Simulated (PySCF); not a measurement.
Shifts of the heteroatoms

Atoms are numbered as in `[CH3:1][O:2][Si@H:3]([CH3:4])[O:5][SiH2:6][PH2:7]`. Hydrogens are named by the atom that carries them. Ha(Si6) is pro-R; Hb(Si6) is pro-S.

Calculated, not measured (PySCF): GIAO PBE0/pcSseg-1 shieldings, structure optimised with GFN2-xTB. A single conformation, no relativistic terms, gas phase, equivalent nuclei averaged.

(1) Predict the ³¹P NMR data.

(2) Predict the ²⁹Si NMR data.

(3) Predict the ¹⁷O NMR data.

Answers

(1) 
```csv
atoms,environment,σ (ppm),δ (ppm)
P7,"phosphorus bonded to Si, 2 H",604.0,-230.2
```

Shieldings were converted by a linear fit to measured shifts: ³¹P (scatter 18.1 ppm rms vs H3PO4, solution or neat liquid). Occasional misses reach two or three times the rms, and more in compound classes unlike the fitted ones.

On a 400 MHz spectrometer ³¹P resonates near 161.9 MHz, so 1 ppm is 161.9 Hz.

(2) 
| atoms | environment | σ (ppm) | δ (ppm) |
| --- | --- | --- | --- |
| Si6 | silicon bonded to O, P, 2 H | 370.8 | -24.8 |
| Si3 | silicon bonded to C, 2 O, H | 372.0 | -25.8 |

Shieldings were converted by a linear fit to measured shifts: ²⁹Si: δ = 279.94 − 0.822σ (rms 8.9 ppm, 72 shifts, 25.8 ppm with the 6 outliers that the fit left out vs TMS, solution or neat liquid). Occasional misses reach two or three times the rms, and more in compound classes unlike the fitted ones.

On a 600 MHz spectrometer ²⁹Si resonates near 119.2 MHz, so 1 ppm is 119.2 Hz.

(3) 
```tsv
atoms	environment	σ (ppm)	δ (ppm)
O5	oxygen bonded to 2 Si	279.3	12.3
O2	oxygen bonded to C, Si	306.9	-12.8
```

Shieldings were converted by a linear fit to measured shifts: ¹⁷O (scatter 10.7 ppm rms, 12.2 ppm with the 3 outliers that the fit left out vs liquid water, solution or neat liquid). A few per cent of atoms miss by over 2 rms, more outside the fitted compound classes.

On a 300 MHz spectrometer ¹⁷O resonates near 40.7 MHz, so 1 ppm is 40.7 Hz.
